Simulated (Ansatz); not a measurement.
`C[Si](F)I` radical. Charge 0, multiplicity 2. Correlated methods include outer-core shells of I, which these sets cover unevenly. I takes the def2 core potential.

Cartesian coordinates in Å:
```
C -0.770 -0.305 -0.311
Si 0.807 -0.203 0.679
F 2.016 -0.607 -0.293
I 1.193 2.085 1.462
H -1.620 0.004 0.299
H -0.696 0.355 -1.180
H -0.929 -1.329 -0.655
```

Q: Give the diagnostics of a CCSD(T)/def2-TZVPP run (frozen core, the Gaussian-basis code of Ansatz). (Best estimate.)

A: Ansatz gave: T1 = 0.0119, largest single amplitude 0.026, largest double 0.021, (T) share of the correlation energy 2.8 %, 11 CCSD cycles. ⟨S²⟩ of the UHF reference is 0.756 against 0.75 for a pure state. T1 lies under the customary mark of 0.045 for open shells.
